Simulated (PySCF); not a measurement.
## Electron correlation in Si⁺ (silicon, charge +1)

[Ne] 3s2 3p1, 2P determinant. Calculation: PySCF 2.14, in aug-cc-pwCVTZ; the non-relativistic Hamiltonian (point nucleus). Frozen: [Ne]; 3 electrons correlated.

```tsv
level	correlation energy (mhartree)
CCSD	-59.13
(T)	-1.13
CCSD(T)	-60.26
```

Diagnostics: T1 = 0.015, D1 = 0.0327, largest double amplitude 0.105.

Task: Is a single reference adequate?

Result: Mostly. T1 lies below 0.03, but a double amplitude of this size points to a near-degeneracy that CCSD handles and MP2 describes poorly.
